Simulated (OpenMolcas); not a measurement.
**Os2+: moving or changing the point charges**

Os2+ among 6 point charges of -1.7 e arranged as an octahedron (Oh), 1.92 Å from the ion.
```
   1.9200    0.0000    0.0000  -1.70
   0.0000    1.9200    0.0000  -1.70
  -1.9200    0.0000    0.0000  -1.70
   0.0000   -1.9200    0.0000  -1.70
   0.0000    0.0000    1.9200  -1.70
   0.0000    0.0000   -1.9200  -1.70
```

| Property | Result |
| --- | --- |
| Program | OpenMolcas |
| Method | CASSCF |
| Basis | ANO-RCC-VDZP [7s6p4d2f1g] |
| Scalar Hamiltonian | DKH2, point nucleus |
| Active space | 6 electrons in 5 orbitals (5d) |
| State averaging | 2S+1 = 5 even, 5 roots; 2S+1 = 3 even, 45 roots; 2S+1 = 1 even, 50 roots |
| Spin-orbit coupling | state interaction with AMFI integrals over the reference wave functions |

Runs around this geometry, states (labels of O, the rotations of Oh). Energies in cm-1 above the lowest state or level, χT in cm3 K/mol; under a threefold ground state the first gap can be a small split of the lowest multiplet, not the spin-orbit step.

| R (Å) | q (e) | Ground state | First state of that spin | First gap with spin-orbit (degeneracies) | χT at 300 K | First state of another spin |
| --- | --- | --- | --- | --- | --- | --- |
| 1.92 | -0.85 | 5T2 | 5E 9777 | 32.1 (1, 3) | 3.768 | 1A1 8537 |
| 1.92 | -1.7 | 1A1 | 1T1 14732 | 6627 (1, 2) | 0.107 | 5T2 7590 |
| 2.01 | -1.7 | 1A1 | 1T1 12103 | 3629 (1, 2) | 0.192 | 5T2 1901 |

Taking the first state of the same spin as R^-n, n = -ln(12103 / 14732) / ln(2.01 / 1.92) = 4.3 between the shortest and longest distance.

The ground state changes within this set.

Without dynamic correlation the repulsion within the d shell is too large (B by tens of per cent), so at a given field states of lower spin stand too high. Spin-orbit coupling mixes the spin-free states strongly: the lowest level takes only 52 % from its leading state, 5T2 (figures for R = 1.92, q = -0.85; the like holds for R = 1.92, q = -1.7, R = 2.01, q = -1.7). This shell can be high or low spin here, a state of another spin lies low, and with metal d orbitals alone active their balance is uncertain, so the ground spin may be wrong (holds for R = 1.92, q = -0.85). Point charges give a weaker field than real ligands, and real ions of this kind are as a rule low spin; the high spin found here belongs to the model (holds for R = 1.92, q = -0.85). This shell can be high or low spin here, a state of another spin lies low, and with metal d orbitals alone active their balance is uncertain, so the ground spin may be wrong, although the usual error favours high spin (holds for R = 1.92, q = -1.7; R = 2.01, q = -1.7). Point charges carry no covalency, so the field is a model and not that of real ligands. No measured value stands beside these numbers.
